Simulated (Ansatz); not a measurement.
Program: Ansatz. Geometries: PBE0-D4/def2-TZVP. ΔE: electronic, gas phase. CCSD(T)/CBS adds triple-zeta CCSD(T) − MP2 to the extrapolated MP2 energy (def2 sets, frozen cores). This one scheme is used for every species. Functionals use def2-TZVPP. Elements past krypton have def2 core potentials. For I outer-core shells are correlated without core-valence functions, which leaves a few kJ/mol of doubt a bond. Each species was taken in one conformer, which may not be the lowest.

`FCBI` + `BB` → `BBCBI` + H–F  (formal exchange of groups at a C–F bond)

`FCBI`:

```xyz
7

F    -0.728   -1.310   -0.885
C     0.099   -0.723    0.048
B     0.062    0.827    0.133
I    -1.178    1.990   -1.099
H    -0.144   -1.135    1.039
H     1.135   -1.039   -0.155
H     0.755    1.390    0.920
```

`BB`:

Z-matrix (Å, degrees):
```
B
B 1 1.628
H 1 1.201 2 122.2
H 1 1.201 2 122.0 3 -180.0
H 2 1.201 1 122.1 3 90.0
H 2 1.201 1 122.2 3 -90.1
```

`BBCBI`:

```xyz
11

B    -1.610   -0.967   -0.890
B    -0.131   -0.803   -0.201
C     0.202    0.281    0.895
B     1.436    1.021    0.349
I     1.258    2.934   -0.560
H    -2.453   -1.690   -0.437
H    -1.908   -0.363   -1.884
H     0.766   -1.533   -0.539
H     0.552   -0.336    1.738
H    -0.641    0.905    1.188
H     2.529    0.550    0.342
```

H–F:

Z-matrix (Å, degrees):
```
F
H 1 0.920
```

Problem. Is it downhill or uphill in electronic energy at CCSD(T)/CBS, and by how much? (An estimate is asked.)

Solution. The calculation gave: Downhill: ΔE = -129.4 kJ/mol.

Problem. What do these levels give: BLYP-D4, ωB97M-V, BLYP, r2SCANh, MP2/def2-TZVPP, CCSD/CBS(def2)? (Best estimate.)

Solution. The calculation gave: BLYP-D4 -106.2, ωB97M-V -114.8, BLYP -95.6, r2SCANh -116.5, MP2/def2-TZVPP -138.7, CCSD/CBS(def2) -125.2 kJ/mol.

Largest T1 diagnostic among the species: 0.012.

From PBE to PBE0 (25 % exact exchange), in def2-TZVPP and without D4, ΔE moves by −4.2 kJ/mol. At CCSD(T), def2-SVP lies +16.3 kJ/mol from the extrapolated value and def2-TZVPP +4.8 kJ/mol. Leaving LDA and LC-ωPBE aside and taking each functional with its dispersion term where it has one, the values, not all of them listed here, spread over 21.7 kJ/mol, from PBE-QIDH to BLYP-D4. LDA lies −9.4 kJ/mol from PBE without D4.
